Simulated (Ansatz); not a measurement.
Gas-phase electronic energies from Ansatz, PBE0-D4/def2-TZVP geometries. CCSD(T)/CBS is the MP2 limit (def2-TZVPP, def2-QZVPP) plus CCSD(T) − MP2 in def2-TZVPP, frozen cores. DFT in def2-TZVPP. B3LYP here is the variant with VWN-RPA as its local correlation; programs differ in this. For Se outer-core shells are correlated without core-valence functions, which leaves a few kJ/mol of doubt a bond. Scalar relativity is left out up to krypton. One conformer a species, not always the lowest.

`CCN(C)BCl` + H₂Se → `ClB[SeH]` + `CCNC`  (ligand exchange at a B–N bond)

`CCN(C)BCl`:

Z-matrix (Å, degrees):
```
C
C 1 1.519
H 1 1.092 2 110.3
H 1 1.092 2 110.4 3 119.5
H 1 1.092 2 111.9 3 -119.8
N 2 1.454 1 113.1 3 178.6
H 2 1.096 1 110.2 3 57.5
H 2 1.090 1 109.7 3 -60.3
B 6 1.385 2 124.7 1 98.1
C 6 1.447 2 114.4 1 -80.6
Cl 9 1.773 6 121.5 2 0.3
H 9 1.192 6 120.9 2 -179.6
H 10 1.089 6 109.8 2 179.1
H 10 1.096 6 110.7 2 -60.9
H 10 1.094 6 111.4 2 59.2
```

H₂Se:

```xyz
3

Se    0.455   -0.501    0.101
H     0.015    0.265   -1.070
H    -0.471    0.236    0.969
```

`ClB[SeH]`:

Z-matrix (Å, degrees):
```
B
Cl 1 1.743
Se 1 1.916 2 118.9
H 1 1.188 2 119.6 3 180.0
H 3 1.469 1 94.6 2 180.0
```

`CCNC`:

Z-matrix (Å, degrees):
```
C
C 1 1.514
H 1 1.092 2 110.6
H 1 1.092 2 111.0 3 120.6
H 1 1.094 2 111.0 3 -119.8
N 2 1.447 1 111.2 3 57.6
H 2 1.096 1 109.7 3 -61.5
H 2 1.106 1 109.7 3 -177.6
C 6 1.445 2 113.2 1 177.3
H 6 1.013 2 109.3 1 54.5
H 9 1.104 6 114.0 2 -54.9
H 9 1.094 6 109.5 2 65.4
H 9 1.092 6 109.9 2 -176.7
```

```json
{"level": "PBE-D4", "ΔE (kJ/mol)": "69.4", "difference from CCSD(T)/CBS": "-5.1"}
{"level": "PBE0-D4", "ΔE (kJ/mol)": "71.5", "difference from CCSD(T)/CBS": "-3.0"}
{"level": "B3LYP-D4", "ΔE (kJ/mol)": "78.0", "difference from CCSD(T)/CBS": "3.5"}
{"level": "ωB97M-V", "ΔE (kJ/mol)": "78.6", "difference from CCSD(T)/CBS": "4.1"}
{"level": "B2PLYP", "ΔE (kJ/mol)": "73.1", "difference from CCSD(T)/CBS": "-1.4"}
{"level": "PBE", "ΔE (kJ/mol)": "64.2", "difference from CCSD(T)/CBS": "-10.3"}
{"level": "r2SCAN", "ΔE (kJ/mol)": "69.5", "difference from CCSD(T)/CBS": "-5.0"}
{"level": "MP2/def2-TZVPP", "ΔE (kJ/mol)": "76.0", "difference from CCSD(T)/CBS": "1.5"}
{"level": "SCS-MP2/def2-TZVPP", "ΔE (kJ/mol)": "75.8", "difference from CCSD(T)/CBS": "1.3"}
{"level": "MP2/def2-QZVPP", "ΔE (kJ/mol)": "74.9", "difference from CCSD(T)/CBS": "0.4"}
{"level": "CCSD(T)/CBS", "ΔE (kJ/mol)": "74.5", "difference from CCSD(T)/CBS": "0"}
```

Largest T1 diagnostic among the species: 0.012.

In def2-TZVPP, CCSD(T) changes the Hartree–Fock value by +7.0 kJ/mol (the triples alone add +0.7 kJ/mol) and MP2 by +6.2 kJ/mol. The D4 term adds +7.7 kJ/mol with B3LYP and +4.8 kJ/mol with PBE0; it sums over pairs of atoms, weighted by their polarisabilities, and B3LYP, whose exchange is more repulsive, gets the larger term.
